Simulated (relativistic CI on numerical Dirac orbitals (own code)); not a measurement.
**Ru⁵⁺ (4d3) in a crystal field**

Calculated by Dirac-Coulomb-Breit CI, orbitals from a KLI potential per configuration, model QED, valence Slater integrals scaled by 0.75, one configuration in a parametric crystal field (own radial code).

Field parameters in Wybourne normalisation: Oh B⁴₀ = 21Dq, B⁴₄ = √(5/14) B⁴₀. The field is a parameter set, without covalency.

S is read from ⟨S²⟩ = S(S + 1).

Powder χT (cm³ K mol⁻¹) by Van Vleck's formula, with temperature-independent terms:

```
                Field   2 K   5 K  10 K  20 K  50 K  100 K  200 K  300 K
 Oh, 10Dq = 8500 cm⁻¹   1.1   1.1   1.1   1.1  1.11   1.12   1.14   1.17
Oh, 10Dq = 15350 cm⁻¹  1.41  1.41  1.41  1.42  1.42   1.43   1.44   1.45
Oh, 10Dq = 22150 cm⁻¹  1.55  1.55  1.55  1.55  1.55   1.56   1.57   1.58
Oh, 10Dq = 28950 cm⁻¹  1.62  1.62  1.62  1.62  1.62   1.63   1.64   1.64
Oh, 10Dq = 35800 cm⁻¹  1.67  1.67  1.67  1.67  1.67   1.67   1.68   1.69
Oh, 10Dq = 42600 cm⁻¹   1.7   1.7   1.7   1.7   1.7    1.7   1.71   1.71
```

Q: For Oh, 10Dq = 42600 cm⁻¹: what effective moment follows at 300 K?

A: μ_eff = √(8χT) = 3.70 μB. The ground level has S = 1.50; the spin-only moment for S = 3/2 is 3.88 μB. The difference comes from the orbital moment, spin-orbit mixing of terms and temperature-independent paramagnetism, all larger in this ionic model than in covalent complexes.
